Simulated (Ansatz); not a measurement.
All numbers were calculated with Ansatz.

A structure relaxed at PBE0-D4/def2-TZVP, charge 0, multiplicity 1:

Cartesian coordinates in Å:
```
C -2.134 -0.447 0.421
O -0.911 -0.550 1.114
Sn 0.431 0.866 0.935
S 2.308 -0.132 2.003
O 0.729 1.111 -0.982
C 1.248 0.057 -1.758
H -2.753 0.381 0.790
H -1.993 -0.312 -0.659
H -2.690 -1.376 0.577
H -0.072 2.387 1.498
H 1.662 -1.313 2.024
H 1.440 0.440 -2.764
H 2.192 -0.332 -1.357
H 0.543 -0.780 -1.842
```

(1) Give its formula and SMILES.

(2) Point group (tolerance 0.08 Å, 0.16 Å for H)?

(3) Summarise the bond lengths by kind.

Results:

(1) C2H8O2SSn, `C[O][SnH]([SH])[O]C`.

(2) C1.

(3) 2 × C–O 1.409 Å; 6 × C–H 1.093 to 1.098 Å; 2 × O–Sn 1.956 to 1.959 Å; 1 × S–Sn 2.379 Å; 1 × H–Sn 1.698 Å; 1 × H–S 1.346 Å.
